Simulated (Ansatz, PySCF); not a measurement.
C5H6O, SMILES C#CC(=C)OC. Atoms are numbered in the order given.

```xyz
12

C      1.1666    -1.9851     0.0000
C      0.3348    -1.1012     0.0000
C     -0.6468    -0.0525     0.0000
C     -1.9677    -0.3180     0.0000
O     -0.2238     1.2430     0.0000
C      1.1626     1.5211     0.0000
H      1.8957    -2.7733     0.0000
H     -2.3210    -1.3477     0.0000
H     -2.6879     0.5020     0.0000
H      1.2547     2.6155     0.0000
H      1.6635     1.1164     0.8959
H      1.6635     1.1164    -0.8959
```
Charge 0, spin multiplicity 1.

The structure is a stationary point at B3LYP-D3(BJ)/def2-SVP. One conformer was computed; it need not be the lowest.

Two levels are set side by side: PBE-D3(BJ)/def2-SVP (Ansatz, a first-principles code) and B3LYP-D3(BJ)/def2-SVP (Ansatz). Each level has its own optimised geometry; the coordinates shown are those of the second. Frequencies come from the Hessian of PySCF at each geometry. Differences are taken from unrounded values.

```csv
quantity,B3LYP-D3(BJ)
mean bond length (Å),1.212
bond C1–C2 (Å),1.214
bond C2–C3 (Å),1.436
bond C3–C4 (Å),1.347
bond C3–O5 (Å),1.363
bond O5–C6 (Å),1.414
bond C1–H7 (Å),1.074
bond C4–H8 (Å),1.089
bond C4–H9 (Å),1.091
bond C6–H10 (Å),1.098
bond C6–H11 (Å),1.103
bond C6–H12 (Å),1.103
highest harmonic wavenumber (cm⁻¹),3469
mean harmonic wavenumber (cm⁻¹),1369
zero-point energy (kcal/mol),58.71
```

Q: What does PBE-D3(BJ) give, and how far is it from B3LYP-D3(BJ)? (An estimate is asked for; the answer gives what the named calculation found.)

A: 
| quantity | PBE-D3(BJ) | PBE-D3(BJ) minus B3LYP-D3(BJ) |
|---|---|---|
| mean bond length (Å) | 1.219 | 0.007 |
| bond C1–C2 (Å) | 1.226 | 0.012 |
| bond C2–C3 (Å) | 1.435 | -0.002 |
| bond C3–C4 (Å) | 1.359 | 0.011 |
| bond C3–O5 (Å) | 1.369 | 0.006 |
| bond O5–C6 (Å) | 1.420 | 0.006 |
| bond C1–H7 (Å) | 1.081 | 0.007 |
| bond C4–H8 (Å) | 1.096 | 0.007 |
| bond C4–H9 (Å) | 1.099 | 0.008 |
| bond C6–H10 (Å) | 1.106 | 0.008 |
| bond C6–H11 (Å) | 1.112 | 0.009 |
| bond C6–H12 (Å) | 1.112 | 0.009 |
| highest harmonic wavenumber (cm⁻¹) | 3405 | -64 |
| mean harmonic wavenumber (cm⁻¹) | 1329 | -40 |
| zero-point energy (kcal/mol) | 56.99 | -1.72 |

GGA bonds tend to be longer and softer than those of functionals with exact exchange. Differences between two approximate levels are no errors against the true value.
